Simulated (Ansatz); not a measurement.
Geometry optimisation, RKS PBE/def2-SVP in Ansatz 0.2.0.

Input file:

```yaml
crystal:
  periodic: [false, false, false]
  atoms:
    - { symbol: Zr, position_ang: [0.0, 0.0, 0.0] }
    - { symbol: O, position_ang: [0.0, 0.0, 2.42] }
    - { symbol: H, position_ang: [-0.9095, -0.2814, 2.7571] }
    - { symbol: Cl, position_ang: [2.3764, 0.0, -0.8392] }
    - { symbol: Cl, position_ang: [-1.1869, 2.0563, -0.8392] }
    - { symbol: Cl, position_ang: [-1.1869, -2.0563, -0.8392] }
    - { symbol: O, position_ang: [1.237, -1.8784, 0.7473] }
    - { symbol: Al, position_ang: [0.633, -3.5525, 0.777] }
    - { symbol: H, position_ang: [1.2297, -4.6144, -0.1976] }
    - { symbol: H, position_ang: [-0.4931, -3.9578, 1.7776] }
    - { symbol: H, position_ang: [0.7618, -1.1568, 1.9506] }
basis:
  gaussian: { orbitals: def2-SVP }
hamiltonian:
  xc: pbe
relax:
  f_tol: 0.15
  max_steps: 25
  restrain:
    - { distance: [0, 6], at: 3.27, k: 30.0 }
    - { distance: [10, 1], at: 2.21, k: 30.0 }
    - { distance: [0, 1], at: 2.07, k: 30.0 }
    - { distance: [10, 6], at: 1.01, k: 30.0 }
```

Launched with:

```bash
$ ansatz run input.yaml --threads 4 --pin off --max-ram 5120MiB --backend cpu --events-out ev --progress --plain --runs-dir out
```

Problem. Where does it end, and by what steps?

Solution. It converged. The restraints hold the end off the free minimum; the threshold counts their pulls, which the force column leaves out. Restrained pairs: Zr1–O7 (2.37 → 3.25 Å), O2–H11 (1.46 → 2.21 Å), Zr1–O2 (2.42 → 2.01 Å), O7–H11 (1.48 → 0.99 Å). After 12 steps the energy has fallen by 2.766 eV (the restraints' own energy left out); O7 moved furthest, 0.89 Å.

| step | energy less start (eV) | largest force component (eV/Å) | accepted |
| --- | --- | --- | --- |
| 0 | 0.0000 | 3.000 | yes |
| 1 | -0.3831 | 3.554 | yes |
| 2 | -1.1042 | 3.538 | yes |
| 3 | -1.8019 | 2.963 | yes |
| 4 | -2.4381 | 2.049 | yes |
| 5 | -2.5562 | 1.835 | yes |
| 6 | -2.5681 | 1.792 | yes |
| 7 | -2.6266 | 1.855 | yes |
| 8 | -2.7182 | 2.036 | yes |
| 9 | -2.7541 | 1.975 | yes |
| 10 | -2.7558 | 1.862 | no |
| 11 | -2.7620 | 1.939 | yes |
| 12 | -2.7658 | 1.960 | yes |

```xyz
11
Properties=species:S:1:pos:R:3
Zr -0.003 0.080 -0.044
O -0.030 0.030 1.969
H -0.589 0.443 2.655
Cl 2.062 0.761 -0.902
Cl -1.555 1.701 -0.682
Cl -0.821 -1.985 -0.979
O 1.515 -2.398 1.414
Al 0.456 -3.658 0.803
H 1.122 -4.602 -0.293
H -0.872 -4.000 1.633
H 1.178 -1.815 2.140
```

Run time: 40 s on 4 threads of Arm Neoverse V1, with other jobs on the host, peak memory 0.25 GiB.
